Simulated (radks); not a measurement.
All-electron atom: neutral germanium in [Ar] 3d10 4s1.5 4p2.5 (fractional occupations, a model configuration).

All-electron calculation, Dirac Kohn-Sham, LDA (Slater exchange, Perdew-Wang correlation), spin-unpolarised, spherical densities, point nucleus; open shells fill j = l - 1/2 first. Program: a radial shooting solver on a logarithmic mesh with Libxc functionals.

Energy parts (eV):
part                       energy
total                  -57031.281
kinetic                 58217.969
electron-nucleus      -137699.464
Hartree                 24533.613
exchange-correlation    -2083.400

Orbitals (lengths in bohr, moments of r in powers of bohr; <r^-3> diverges for s and p1/2; r(max) is where P^2 peaks):
| orbital | occ. | eigenvalue (eV) | r(max) | <r^-3> | <r> | <r^4> | small-component weight |
|---|---|---|---|---|---|---|---|
| 1s1/2 | 2 | -10938.64 | 0.03077 | - | 0.04706 | 0.00002286 | 1.34e-02 |
| 2s1/2 | 2 | -1369.638 | 0.1764 | - | 0.2102 | 0.004720 | 2.59e-03 |
| 2p1/2 | 2 | -1219.696 | 0.1392 | - | 0.1814 | 0.003305 | 2.58e-03 |
| 2p3/2 | 4 | -1187.891 | 0.1421 | 957.3 | 0.1850 | 0.003529 | 2.53e-03 |
| 3s1/2 | 2 | -168.4498 | 0.5431 | - | 0.6253 | 0.3298 | 5.94e-04 |
| 3p1/2 | 2 | -119.0062 | 0.5375 | - | 0.6405 | 0.4078 | 5.45e-04 |
| 3p3/2 | 4 | -114.7160 | 0.5460 | 130.1 | 0.6513 | 0.4362 | 5.31e-04 |
| 3d3/2 | 4 | -30.6460 | 0.4999 | 14.51 | 0.7330 | 1.181 | 4.01e-04 |
| 3d5/2 | 6 | -30.0587 | 0.5028 | 14.09 | 0.7383 | 1.220 | 3.97e-04 |
| 4s1/2 | 1.5 | -12.3549 | 1.723 | - | 2.091 | 43.29 | 6.76e-05 |
| 4p1/2 | 2 | -4.4690 | 2.145 | - | 2.791 | 163.7 | 3.83e-05 |
| 4p3/2 | 0.5 | -4.2661 | 2.188 | 6.164 | 2.849 | 177.7 | 3.69e-05 |

The highest occupied level is 4p3/2 at -4.266 eV. The density falls to 0.001 e/bohr^3 at r = 4.51 bohr.
